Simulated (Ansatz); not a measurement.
Geometry optimisation, Ansatz 0.2.0, RKS PBE-D4/def2-SVP.

input.yaml

```yaml
crystal:
  periodic: [false, false, false]
  atoms:
    - { symbol: B, position_ang: [0.020615, -0.421749, -0.403055] }
    - { symbol: Cl, position_ang: [0.004809, 0.004143, 2.628225] }
    - { symbol: F, position_ang: [1.14638, 0.201245, -0.708792] }
    - { symbol: F, position_ang: [-1.134139, 0.165031, -0.671716] }
    - { symbol: H, position_ang: [0.050124, -1.539119, 0.038208] }
    - { symbol: H, position_ang: [0.030011, -1.080151, 1.84343] }
basis:
  gaussian: { orbitals: def2-SVP }
hamiltonian:
  xc: pbe
  dispersion: d4
relax:
  f_tol: 0.03
  max_steps: 50
```

Launched with:

```bash
$ ansatz run input.yaml --threads 1 --pin off --max-ram 2048MiB --backend cpu --events-out ev --progress --plain --runs-dir out
```

Question: Where does it end, and by what steps?

Answer: The run converged. After 11 steps the energy has fallen by 0.078 eV; H6 moved furthest, 0.74 Å.

```
step  energy less start (eV)  largest force component (eV/Å)  accepted
   0                  0.0000                           0.787       yes
   1                 -0.0349                           0.576       yes
   2                 -0.0087                           0.903        no
   3                 -0.0433                           0.311       yes
   4                 -0.0533                           0.152       yes
   5                 -0.0603                           0.116       yes
   6                 -0.0683                           0.170       yes
   7                 -0.0599                           0.951        no
   8                 -0.0742                           0.165       yes
   9                 -0.0754                           0.340       yes
  10                 -0.0780                           0.066       yes
  11                 -0.0783                           0.026       yes
```

```xyz
6
Properties=species:S:1:pos:R:3
B 0.020 -0.397 -0.538
Cl 0.021 0.048 2.461
F 1.142 0.277 -0.755
F -1.134 0.224 -0.741
H 0.048 -1.578 -0.264
H 0.021 -1.245 2.563
```

Run time: 23 s on 1 thread of Arm Neoverse V1, with other jobs on the host, peak memory 0.13 GiB.
